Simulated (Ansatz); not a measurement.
Level of theory: frozen-core CCSD(T)/def2-TZVPP // B3LYP-D3(BJ)/def2-TZVP (Ansatz, a program for electronic structure).

Ansatz 0.2 input:
```yaml
crystal:
  periodic: [false, false, false]
  atoms:
    - { symbol: C, position_ang: [1.517625, -0.499757, -0.293066] }
    - { symbol: C, position_ang: [0.45491, 0.557273, 0.020757] }
    - { symbol: B, position_ang: [-1.028527, 0.028787, 0.105775] }
    - { symbol: O, position_ang: [-2.101134, 0.851553, 0.36308] }
    - { symbol: O, position_ang: [-1.294188, -1.29719, -0.07687] }
    - { symbol: H, position_ang: [1.320664, -0.98077, -1.252188] }
    - { symbol: H, position_ang: [2.518054, -0.064606, -0.33391] }
    - { symbol: H, position_ang: [1.523229, -1.286158, 0.462905] }
    - { symbol: H, position_ang: [0.695419, 1.055906, 0.968636] }
    - { symbol: H, position_ang: [0.493195, 1.357589, -0.72938] }
    - { symbol: H, position_ang: [-1.865033, 1.775202, 0.483841] }
    - { symbol: H, position_ang: [-2.234214, -1.497828, 0.000335] }
basis:
  gaussian: { orbitals: def2-TZVPP }
correlation:
  method: ccsd_t
```

Output:

```
Functional definition: HF
1520 factors; integrals over basis functions are off by at most 9.6e-4 eV
mean field evaluation 1: about -6918.8075 eV, gradient 5.0e1 eV
mean field evaluation 2: about -6918.9915 eV, gradient 5.1e1 eV
mean field evaluation 4: about -6924.0485 eV, gradient 4.0e0 eV
mean field evaluation 8: about -6924.1088 eV, gradient 2.4e-1 eV
mean field evaluation 16: about -6922.6579 eV, gradient 2.7e1 eV
mean field -6924.10909913 eV, -254.4563160632 hartree, gradient 5.1e-6 eV, S^2 0.000000; 0 other end points of the search recorded, 0 dependent functions left out
5 core orbitals not correlated
reference -6924.10909913 eV, -254.4563160632 hartree; 15, 15 occupied and 233, 233 virtual orbitals, 1520 factors
second order -25.32412151 eV of doubles, -0.00000000 eV of singles
cycle   1  -25.60234007 eV  change   -2.8e-1 eV  update   9.7e-2
cycle   2  -26.13866163 eV  change   -5.4e-1 eV  update   2.7e-2
cycle   3  -26.25624056 eV  change   -1.2e-1 eV  update   1.4e-2
cycle   4  -26.24472198 eV  change    1.2e-2 eV  update   3.2e-3
cycle   5  -26.24437668 eV  change    3.5e-4 eV  update   1.4e-3
cycle   6  -26.24477179 eV  change   -4.0e-4 eV  update   3.9e-4
cycle   7  -26.24454050 eV  change    2.3e-4 eV  update   1.4e-4
cycle   8  -26.24448620 eV  change    5.4e-5 eV  update   4.0e-5
cycle   9  -26.24449415 eV  change   -8.0e-6 eV  update   1.3e-5
perturbative correction -0.96221079 eV, -0.0353605943 hartree
Total energy: -6951.31580407 eV, -255.4561440283 hartree
```

Cost: around 7 core-minutes (rough).
